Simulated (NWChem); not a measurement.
The numbers come from NWChem runs, not from measurements. System: diarsenic (As2), charge 0, spin multiplicity 1, at a geometry optimised with PBE0/def2-SVP. Level: LDA (SVWN5)/def2-TZVP.

The NWChem input:

```
start mol
memory heap 200 mb stack 900 mb global 1100 mb
geometry units angstroms nocenter noautoz
  As     0.000000     0.000000     1.045631
  As     0.000000     0.000000    -1.045631
  symmetry group D2h
end
basis spherical
  * library def2-tzvp
end
dft
  xc slater vwn_5
  semidirect memsize 60000000 filesize 0
  iterations 100
end
task dft energy
```

NWChem printed:

```
             Northwest Computational Chemistry Package (NWChem) 7.3.0
             --------------------------------------------------------

                                NWChem Input Module
                                -------------------

 Scaling coordinates for geometry "geometry" by  1.889725989
 (inverse scale =  0.529177249)

 Turning off AUTOSYM since
 SYMMETRY directive was detected!

                             Geometry "geometry" -> ""
                             -------------------------

 Output coordinates in angstroms (scale by  1.889725989 to convert to a.u.)

  No.       Tag          Charge          X              Y              Z
 ---- ---------------- ---------- -------------- -------------- --------------
    1 As                  33.0000     0.00000000     0.00000000     1.04563100
    2 As                  33.0000     0.00000000     0.00000000    -1.04563100

 Effective nuclear repulsion energy (a.u.)     275.5628056937

            Nuclear Dipole moment (a.u.)
            ----------------------------
        X                 Y               Z
 ---------------- ---------------- ----------------
     0.0000000000     0.0000000000     0.0000000000

      Symmetry information
      --------------------

 Group name             D2h
 Group number             26
 Group order               8
 No. of unique centers     1

      Symmetry unique atoms

     1


 Summary of "ao basis" -> "" (spherical)
 ------------------------------------------------------------------------------
       Tag                 Description            Shells   Functions and Types
 ---------------- ------------------------------  ------  ---------------------
 *                         def2-tzvp                  on all atoms

                                 NWChem DFT Module
                                 -----------------

 Summary of "ao basis" -> "ao basis" (spherical)
 ------------------------------------------------------------------------------
       Tag                 Description            Shells   Functions and Types
 ---------------- ------------------------------  ------  ---------------------
[...]
              MO Center=  2.8D-17,  1.5D-29, -5.6D-17, r^2= 2.7D+00
   Bfn.  Coefficient  Atom+Function         Bfn.  Coefficient  Atom+Function
  ----- ------------  ---------------      ----- ------------  ---------------
    16      0.350661  1 As px                64      0.350661  2 As px
    19      0.295497  1 As px                67      0.295497  2 As px
    10     -0.217608  1 As px                58     -0.217608  2 As px
     7      0.067709  1 As px                55      0.067709  2 As px
    13      0.064126  1 As px                61      0.064126  2 As px

 Vector   34  Occ=0.000000D+00  E=-1.291736D-01  Symmetry=b3g
              MO Center=  1.0D-18, -1.0D-15, -2.3D-16, r^2= 3.7D+00
   Bfn.  Coefficient  Atom+Function         Bfn.  Coefficient  Atom+Function
  ----- ------------  ---------------      ----- ------------  ---------------
    20      0.497933  1 As py                68     -0.497933  2 As py
    17      0.375248  1 As py                65     -0.375248  2 As py
    11     -0.231589  1 As py                59      0.231589  2 As py
    14      0.076226  1 As py                62     -0.076226  2 As py
     8      0.071535  1 As py                56     -0.071535  2 As py

 Vector   35  Occ=0.000000D+00  E=-1.291736D-01  Symmetry=b2g
              MO Center= -1.0D-15,  3.1D-18,  6.2D-17, r^2= 3.7D+00
   Bfn.  Coefficient  Atom+Function         Bfn.  Coefficient  Atom+Function
  ----- ------------  ---------------      ----- ------------  ---------------
    19      0.497933  1 As px                67     -0.497933  2 As px
    16      0.375248  1 As px                64     -0.375248  2 As px
    10     -0.231589  1 As px                58      0.231589  2 As px
    13      0.076226  1 As px                61     -0.076226  2 As px
     7      0.071535  1 As px                55     -0.071535  2 As px

 Vector   36  Occ=0.000000D+00  E= 1.347138D-02  Symmetry=b1u
              MO Center=  4.0D-31,  5.6D-31,  8.2D-16, r^2= 6.1D+00
   Bfn.  Coefficient  Atom+Function         Bfn.  Coefficient  Atom+Function
  ----- ------------  ---------------      ----- ------------  ---------------
     6      1.512152  1 As s                 54     -1.512152  2 As s
    21     -1.474954  1 As pz                69     -1.474954  2 As pz
    18     -0.308944  1 As pz                66     -0.308944  2 As pz
    12      0.153015  1 As pz                60      0.153015  2 As pz
     4     -0.114806  1 As s                 52      0.114806  2 As s

 center of mass
 --------------
 x =   0.00000000 y =   0.00000000 z =   0.00000000

 moments of inertia (a.u.)
 ------------------
         585.048151349117           0.000000000000           0.000000000000
           0.000000000000         585.048151349117           0.000000000000
           0.000000000000           0.000000000000           0.000000000000

     Multipole analysis of the density
     ---------------------------------

     L   x y z        total         alpha         beta         nuclear
     -   - - -        -----         -----         ----         -------
     0   0 0 0     -0.000000    -33.000000    -33.000000     66.000000

     1   1 0 0     -0.000000     -0.000000     -0.000000      0.000000
     1   0 1 0     -0.000000     -0.000000     -0.000000      0.000000
     1   0 0 1      0.000000      0.000000      0.000000      0.000000

     2   2 0 0    -26.230348    -13.115174    -13.115174      0.000000
     2   1 1 0      0.000000      0.000000      0.000000      0.000000
     2   1 0 1     -0.000000     -0.000000     -0.000000      0.000000
     2   0 2 0    -26.230348    -13.115174    -13.115174      0.000000
     2   0 1 1     -0.000000     -0.000000     -0.000000      0.000000
     2   0 0 2    -25.255536   -141.473048   -141.473048    257.690559

 Task  times  cpu:        2.3s     wall:        2.3s

 Total times  cpu:        2.3s     wall:        2.3s
```
